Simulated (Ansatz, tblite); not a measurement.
Forces on Rb₃Br₃⁺ at its PBE-D4/def2-SVP geometry. Charge 1, multiplicity 2.

In the def2 sets Rb takes a core potential; there is no spin–orbit coupling. The xTB rows come from tblite. At PBE-D4/def2-TZVP the gap within one spin of the charge 1 doublet nearly closes, so an electron or hole may be smeared out by delocalisation error. The structure comes from a short search, and lower isomers may exist.

GFN1-xTB (tblite), largest force 0.42 eV/Å:

```xyz
6
positions Å, forces eV/Å
Rb   -3.605   -2.370    0.097    0.356    0.232   -0.006
Rb    1.780    0.686    2.619   -0.161   -0.047   -0.260
Rb    1.227    1.306   -2.729   -0.094   -0.123    0.268
Br    2.889    1.906   -0.094   -0.112   -0.073    0.004
Br   -1.098   -0.794    1.569    0.013   -0.009   -0.043
Br   -1.193   -0.733   -1.463   -0.002    0.020    0.038
```

GFN2-xTB (tblite), largest force 0.47 eV/Å:

```
Rb 0.183 0.118 0.000
Rb -0.049 -0.016 -0.033
Rb -0.028 -0.038 0.038
Br -0.136 -0.088 0.003
Br 0.038 -0.010 0.458
Br -0.009 0.035 -0.466
```

PBE-D4/def2-TZVP (Ansatz), largest force 0.08 eV/Å:

```
Rb -0.040 -0.027 0.002
Rb 0.016 0.006 0.008
Rb 0.009 0.010 -0.009
Br 0.020 0.013 0.001
Br -0.009 0.003 -0.077
Br 0.003 -0.006 0.074
```
